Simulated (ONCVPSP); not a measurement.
What one change does to a pseudopotential (Ir, ONCV)

| Item | Value |
| --- | --- |
| Element | Ir |
| Generator | ONCVPSP 4.0.1 |
| Type | optimised norm-conserving Vanderbilt (ONCV) |
| Functional | PBEsol |
| Relativity | scalar-relativistic |
| Frozen core | [Kr] 4d10 4f14 |
| Valence charge | 17 |
| Reference configuration | 5s2 5p6 5d7 6s2 |
| Partial waves | 5s+6s: rc 1.85 bohr, ncon 4, nbas 7, qcut 5 1/bohr, 2 projectors; 5p: rc 1.85 bohr, ncon 3, nbas 7, qcut 5.8 1/bohr, 1 projector; 5d: rc 1.85 bohr, ncon 3, nbas 8, qcut 9.5 1/bohr, local; f scattering state at 0.32 Ha: rc 2.30 bohr, ncon 5, nbas 10, qcut 5.3 1/bohr, 1 projector |
| Local potential | the d channel |
| Core correction | polynomial model core, fcfact 0.15 |

Change: s: qcut 5.9; p: qcut 6.8; d: qcut 11.1; f: qcut 6.2.

Cutoffs: the cutoffs (Ha) at which the residual kinetic energy of the hardest occupied pseudo-wave falls to 1 and 0.1 mHa per electron; they do not see the model core or the augmentation charge, which bear on the density cutoff. Errors are all-electron minus pseudo energies relative to the spin-unpolarised reference configuration.

What does the change do?

The potential gets neither clearly harder nor softer (19 Ha and 40 Ha → 18 Ha and 36 Ha); a bound ghost appears in s, which as a rule spoils a file; the number of tests with a reliable result goes from 4 to 3; the errors of the 3 common tests hardly move; the range in which the p phases agree narrows (upper end 0.7 → -1.6).

| quantity | base | changed |
| --- | --- | --- |
| cutoff, loose | 19 Ha | 18 Ha |
| cutoff, tight | 40 Ha | 36 Ha |
| loose cutoff by channel | s 11 Ha, p 13 Ha, d 19 Ha | s 13 Ha, p 14 Ha, d 18 Ha |
| bound ghosts | none | s |
| GHOST(+) flags under 300 eV | none | p at 173.5 eV |
| tests with a reliable result | 4 of 4 | 3 of 4 |
| error for 5s2 5p6 5d7 6s1, meV [ΔE 9.93 eV] | -6.6 | -6.6 |
| error for 5s2 5p6 5d7 6s0, meV [ΔE 27.43 eV] | -27 | -27 |
| error for 5s2 5p6 5d6 6s0, meV [ΔE 58.00 eV] | -27 | -23 |
| s: phases at 1.88 bohr within 0.05 rad from the reference energy up to (Ha; the scan ends near 5) | to the end of the scan | 4.7 |
| p: phases at 1.88 bohr within 0.05 rad from the reference energy up to (Ha; the scan ends near 5) | 0.7 | -1.6 |
| d: phases at 1.88 bohr within 0.05 rad from the reference energy up to (Ha; the scan ends near 5) | 2.4 | 2.9 |
| f: phases at 2.33 bohr within 0.05 rad from the reference energy up to (Ha; the scan ends near 5) | n/a | n/a |
| rms error of d²Exc/dni dnj with the model core, mHa | 0.84 | 0.71 |

 A true bound ghost makes a file unfit for plane-wave use even where its test errors are small: the radial tests pick states by their node count and pass the ghost by.
